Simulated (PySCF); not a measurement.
## Computed vibrations of [Gd(NH3)3]3+

[Gd(NH3)3]3+ (singlet in the valence; each metal's 4f electrons, 7 of them, lie in its core potential, out of spins and levels). PySCF 2.14.0, RKS PBE, Gd lcecp-1-SVP with ECP53, N def2-SVP, H def2-SVP; non-relativistic Hamiltonian with scalar-relativistic core potentials where named; density fitting; no spin-orbit coupling. Central differences of gradients.

```xyz
13

Gd    0.0000    0.0000    0.0000
N     2.4425    0.0013    0.0000
H     2.8970   -0.4720    0.8155
H     2.8970   -0.4720   -0.8155
H     2.8974    0.9432    0.0000
N    -1.2223    2.1146    0.0000
H    -1.0397    2.7449    0.8155
H    -1.0397    2.7449   -0.8155
H    -2.2655    2.0377    0.0000
N    -1.2202   -2.1159    0.0000
H    -1.8573   -2.2728    0.8155
H    -1.8573   -2.2728   -0.8155
H    -0.6319   -2.9808    0.0000
```

Run from Python with OMP_NUM_THREADS=2. Where DIIS fails, smearing, a level shift and second-order steps follow.
It took 100 s on 2 threads of Arm Neoverse V2, with other jobs on the host.

Problem. What are the harmonic wavenumbers and infrared intensities?

Solution. Modes are labelled in C3h; negative numbers are unstable modes, those under 60 cm⁻¹ near the noise; a finer grid moves soft modes by up to 10 cm⁻¹.
| cm⁻¹ | km/mol | symmetry |
| --- | --- | --- |
| -49 | – | a'' |
| -47 | – | e'' |
| -47 | – | e'' |
| -44 | – | a'' |
| 84 | 9.4 | e' |
| 84 | 9.4 | e' |
| 342 | 0.0 | a' |
| 352 | 7.5 | e' |
| 352 | 7.5 | e' |
| 622 | 0.0 | a' |
| 634 | 0.0 | e'' |
| 634 | 0.0 | e'' |
| 647 | 200.4 | a'' |
| 664 | 78.3 | e' |
| 664 | 78.3 | e' |
| 1367 | 165.0 | e' |
| 1367 | 165.0 | e' |
| 1370 | 0.0 | a' |
| 1557 | 141.9 | a'' |
| 1558 | 73.2 | e' |
| 1558 | 73.2 | e' |
| 1560 | 0.0 | a' |
| 1560 | 0.0 | e'' |
| 1560 | 0.0 | e'' |
| 3235 | 366.9 | e' |
| 3235 | 366.9 | e' |
| 3245 | 0.0 | a' |
| 3299 | 0.0 | e'' |
| 3299 | 0.0 | e'' |
| 3300 | 457.3 | a'' |
| 3306 | 0.0 | a' |
| 3307 | 222.2 | e' |
| 3307 | 222.2 | e' |

Problem. Is this a minimum?

Solution. Probably not: 4 unstable, though so soft as to be near the noise; the lowest moves the atoms so:
```
Gd   0.00  0.00 -0.03
N    0.00  0.00  0.08
H   -0.03 -0.27 -0.07
H    0.03  0.27 -0.07
H    0.00  0.00  0.41
N    0.00  0.00  0.08
H    0.25  0.11 -0.07
H   -0.25 -0.11 -0.07
H    0.00  0.00  0.41
N    0.00  0.00  0.08
H   -0.22  0.16 -0.07
H    0.22 -0.16 -0.07
H    0.00  0.00  0.41
```

An lcecp potential fixes the number of 4f electrons, so in runs with it no electron can move into or out of that shell.
